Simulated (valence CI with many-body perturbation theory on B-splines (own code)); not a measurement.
**E1 transitions of Pd31+**

Method: valence CI with perturbative core correlation (CI+MBPT): five valence electrons over a frozen Dirac-Fock core [Ne], a basis of 11 s, 11 p, 10 d, 8 f, 5 g, 2 h functions for each j, with the one-electron correlation potential Σ1, the two-electron term Σ2, the three-electron term Σ3, Breit, model QED; selected CI, second order for the rest, scaled by the run's own slope (own B-spline code, finite nucleus).

The last digits are not significant, and no measured levels were compared; by estimate large intervals hold to a few tenths of a per cent, small ones and those within an open d or f shell to about a per cent. Among the levels kept, up to 4100 cm⁻¹ of a level comes from second order outside the variational space, and about a tenth of that is noise between levels of different J, which matters for small intervals.

Lines 201 to 250 of 585 in falling wavelength, among levels below 379.82 eV, chosen from the strongest by gf and those to the six lowest levels. Wavelengths and rates use the calculated energies. Electric multipoles are in the length gauge with retardation, E1 and E2 with the static RPA response of the core. Weak lines are less certain than strong ones. Lines between different terms over intervals too small for the method are left out, as are lines whose strength nearly cancels. Where a level lies close to another of its J and parity, the split of strength between their lines is uncertain. The highest levels of a list are the least certain.

Levels are named by their leading jj configuration (3d3/2^4 stands for four electrons in 3d with j = 3/2), which in mixed levels can hold well under half, so a name can repeat and another be missing. Letters in brackets count levels of one name in rising energy.

| λ vac (nm) | Upper | Lower | A (s⁻¹) | log gf | Branch % |
| --- | --- | --- | --- | --- | --- |
| 8.675 | (3s 3p1/2 3p3/2^2 3d3/2) J=5/2 [d] | (3s^2 3p1/2 3p3/2 3d3/2) J=3/2 [a] | 9.56e+10 | -0.19 | 74.9 |
| 8.667 | (3s 3p1/2 3p3/2^2 3d3/2) J=5/2 [d] | (3s^2 3p1/2 3p3/2 3d3/2) J=5/2 [a] | 1.07e+10 | -1.14 | 8.4 |
| 8.667 | (3s^2 3p3/2 3d5/2^2) J=5/2 [a] | (3s^2 3p3/2^2 3d3/2) J=3/2 [a] | 1.72e+10 | -0.93 | 5.6 |
| 8.667 | (3s 3p1/2 3p3/2^2 3d3/2) J=7/2 [b] | (3s^2 3p1/2 3p3/2 3d3/2) J=5/2 [a] | 3.53e+10 | -0.50 | 26.4 |
| 8.659 | (3s^2 3p1/2 3d3/2 3d5/2) J=3/2 | (3s^2 3p1/2 3p3/2 3d5/2) J=3/2 [a] | 3.98e+10 | -0.75 | 17.4 |
| 8.656 | (3s^2 3p3/2 3d5/2^2) J=5/2 [b] | (3s^2 3p3/2^2 3d5/2) J=5/2 [b] | 1.55e+10 | -0.98 | 4.2 |
| 8.654 | (3s 3p1/2^2 3d3/2 3d5/2) J=3/2 | (3s 3p1/2^2 3p3/2 3d3/2) J=3/2 [a] | 1.38e+10 | -1.21 | 34.5 |
| 8.651 | (3s 3p1/2^2 3d3/2 3d5/2) J=3/2 | (3s 3p1/2^2 3p3/2 3d3/2) J=1/2 [a] | 1.65e+10 | -1.13 | 41.4 |
| 8.649 | (3s^2 3p3/2 3d3/2^2) J=3/2 | (3s^2 3p1/2 3p3/2 3d5/2) J=1/2 [b] | 3.04e+10 | -0.86 | 8.9 |
| 8.633 | (3s 3p3/2^3 3d5/2) J=5/2 [b] | (3s^2 3p3/2^2 3d5/2) J=5/2 [a] | 6.35e+10 | -0.37 | 15.5 |
| 8.629 | (3s^2 3p3/2 3d5/2^2) J=3/2 | (3s^2 3p3/2^2 3d5/2) J=3/2 | 2.03e+10 | -1.04 | 5.7 |
| 8.628 | (3s^2 3p3/2 3d5/2^2) J=7/2 [b] | (3s^2 3p3/2^2 3d5/2) J=5/2 [b] | 3.08e+11 | 0.44 | 91.4 |
| 8.625 | (3s 3p3/2^3 3d5/2) J=7/2 [b] | (3s^2 3p3/2^2 3d3/2) J=5/2 | 8.96e+09 | -1.10 | 3.2 |
| 8.617 | (3s^2 3p3/2^2 3d3/2) J=3/2 [b] | (3s^2 3p3/2^3) J=3/2 | 2.99e+10 | -0.88 | 11.3 |
| 8.613 | (3s 3p1/2 3p3/2^2 3d5/2) J=5/2 [a] | (3s 3p1/2 3p3/2^3) J=3/2 | 1.93e+10 | -0.89 | 22.6 |
| 8.606 | (3s^2 3p3/2 3d3/2 3d5/2) J=1/2 [a] | (3s^2 3p1/2 3p3/2 3d5/2) J=3/2 [b] | 8.93e+10 | -0.70 | 28.1 |
| 8.605 | (3s 3p1/2 3p3/2^2 3d5/2) J=3/2 [g] | (3s^2 3p1/2 3p3/2 3d5/2) J=5/2 [b] | 2.00e+10 | -1.05 | 5.9 |
| 8.585 | (3s^2 3p3/2 3d3/2 3d5/2) J=5/2 [e] | (3s^2 3p3/2^2 3d5/2) J=3/2 | 1.38e+11 | -0.04 | 34.2 |
| 8.570 | (3s 3p1/2 3p3/2^2 3d5/2) J=3/2 [g] | (3s^2 3p1/2 3p3/2 3d5/2) J=3/2 [c] | 6.00e+10 | -0.58 | 17.8 |
| 8.561 | (3s 3p3/2^3 3d5/2) J=7/2 [a] | (3s^2 3p1/2 3p3/2 3d5/2) J=5/2 [b] | 2.56e+10 | -0.65 | 19.4 |
| 8.560 | (3s 3p1/2^2 3d3/2 3d5/2) J=5/2 | (3s 3p1/2^2 3p3/2 3d3/2) J=7/2 [a] | 1.71e+10 | -0.95 | 25.3 |
| 8.556 | (3s^2 3p3/2 3d3/2 3d5/2) J=1/2 [b] | (3s^2 3p3/2^2 3d3/2) J=3/2 [a] | 9.34e+10 | -0.69 | 18.5 |
| 8.549 | (3s^2 3p3/2 3d3/2 3d5/2) J=1/2 [c] | (3s 3p3/2^4) J=1/2 | 1.29e+11 | -0.55 | 20.2 |
| 8.545 | (3s 3p1/2^2 3p3/2 3d3/2) J=7/2 [b] | (3s 3p1/2^2 3p3/2^2) J=5/2 | 1.84e+10 | -0.79 | 69.4 |
| 8.530 | (3s 3p3/2^3 3d5/2) J=3/2 [b] | (3s^2 3p3/2^2 3d5/2) J=5/2 [b] | 3.53e+10 | -0.81 | 7.8 |
| 8.529 | (3s 3p1/2 3p3/2^2 3d5/2) J=3/2 [a] | (3s 3p1/2 3p3/2^3) J=3/2 | 3.44e+10 | -0.82 | 17.7 |
| 8.527 | (3s 3p1/2 3p3/2^2 3d5/2) J=5/2 [f] | (3s^2 3p1/2 3p3/2 3d3/2) J=5/2 [b] | 3.80e+10 | -0.60 | 15.3 |
| 8.524 | (3s 3p1/2 3p3/2^2 3d5/2) J=5/2 [c] | (3s 3p1/2 3p3/2^3) J=5/2 | 3.92e+10 | -0.59 | 23.4 |
| 8.520 | (3s 3p1/2 3p3/2^2 3d5/2) J=3/2 [b] | (3s^2 3p1/2 3p3/2 3d3/2) J=5/2 [a] | 2.99e+10 | -0.89 | 16.0 |
| 8.515 | (3s^2 3p3/2 3d3/2 3d5/2) J=7/2 [d] | (3s^2 3p3/2^2 3d5/2) J=5/2 [a] | 2.75e+10 | -0.62 | 6.5 |
| 8.508 | (3s^2 3p3/2 3d3/2 3d5/2) J=11/2 | (3s^2 3p3/2^2 3d5/2) J=9/2 | 5.80e+10 | -0.12 | 55.8 |
| 8.484 | (3s 3p3/2^3 3d5/2) J=3/2 [b] | (3s 3p3/2^4) J=1/2 | 8.60e+10 | -0.43 | 19.0 |
| 8.482 | (3s 3p3/2^3 3d3/2) J=3/2 [b] | (3s^2 3p3/2^2 3d3/2) J=3/2 [a] | 6.43e+10 | -0.56 | 14.9 |
| 8.479 | (3s 3p1/2 3p3/2^2 3d5/2) J=5/2 [e] | (3s^2 3p1/2 3p3/2 3d5/2) J=3/2 [a] | 3.34e+10 | -0.67 | 15.2 |
| 8.478 | (3s^2 3p1/2 3d5/2^2) J=3/2 | (3s^2 3p1/2 3p3/2 3d3/2) J=5/2 [b] | 1.86e+10 | -1.10 | 6.5 |
| 8.475 | (3s 3p3/2^3 3d3/2) J=3/2 [b] | (3s^2 3p3/2^2 3d3/2) J=5/2 | 6.96e+10 | -0.52 | 16.1 |
| 8.474 | (3s^2 3p3/2 3d3/2 3d5/2) J=1/2 [b] | (3s^2 3p3/2^2 3d3/2) J=1/2 | 4.38e+10 | -1.03 | 8.7 |
| 8.471 | (3s^2 3p1/2 3p3/2 3d5/2) J=1/2 [a] | (3s^2 3p1/2 3p3/2^2) J=1/2 | 1.06e+11 | -0.64 | 91.2 |
| 8.471 | (3s^2 3p3/2 3d5/2^2) J=7/2 [a] | (3s^2 3p3/2^2 3d5/2) J=9/2 | 1.67e+10 | -0.84 | 5.4 |
| 8.470 | (3s^2 3p1/2 3p3/2 3d3/2) J=3/2 [b] | (3s^2 3p1/2 3p3/2^2) J=3/2 | 6.65e+09 | -1.54 | 1.7 |
| 8.468 | (3s^2 3p1/2 3d3/2 3d5/2) J=7/2 [b] | (3s^2 3p1/2 3p3/2 3d5/2) J=7/2 [b] | 4.60e+10 | -0.40 | 19.8 |
| 8.462 | (3s 3p1/2^2 3d3/2 3d5/2) J=5/2 | (3s 3p1/2^2 3p3/2 3d3/2) J=5/2 [a] | 3.19e+10 | -0.69 | 47.2 |
| 8.448 | (3s^2 3p3/2 3d3/2 3d5/2) J=7/2 [c] | (3s^2 3p3/2^2 3d3/2) J=5/2 | 5.55e+10 | -0.32 | 15.3 |
| 8.442 | (3s 3p1/2 3p3/2^2 3d3/2) J=5/2 [e] | (3s^2 3p1/2 3p3/2 3d3/2) J=7/2 | 7.54e+10 | -0.32 | 33.9 |
| 8.437 | (3s 3p1/2 3p3/2^2 3d5/2) J=5/2 [f] | (3s^2 3p1/2 3p3/2 3d3/2) J=3/2 [b] | 1.07e+10 | -1.16 | 4.3 |
| 8.433 | (3s 3p1/2 3p3/2^2 3d3/2) J=1/2 [f] | (3s^2 3p1/2 3p3/2 3d5/2) J=3/2 [a] | 4.60e+10 | -1.01 | 18.1 |
| 8.429 | (3s^2 3p3/2 3d5/2^2) J=1/2 | (3s^2 3p1/2 3p3/2 3d5/2) J=1/2 [b] | 5.78e+10 | -0.91 | 21.1 |
| 8.422 | (3s 3p1/2 3p3/2^2 3d5/2) J=5/2 [g] | (3s^2 3p1/2 3p3/2 3d5/2) J=7/2 [b] | 1.64e+11 | 0.02 | 51.5 |
| 8.414 | (3s 3p1/2 3p3/2^2 3d5/2) J=7/2 [d] | (3s^2 3p1/2 3p3/2 3d3/2) J=5/2 [a] | 4.92e+10 | -0.38 | 49.0 |
| 8.401 | (3s 3p3/2^3 3d3/2) J=3/2 [b] | (3s^2 3p3/2^2 3d3/2) J=1/2 | 4.27e+10 | -0.74 | 9.9 |

(1) How does gf follow from A for the line at 8.470 nm?

Answers

(1) gf = 1.4992 × (2J+1)_upper × A / σ², with σ = 1180643 cm⁻¹ and 2J+1 = 4: gf = 0.0286.
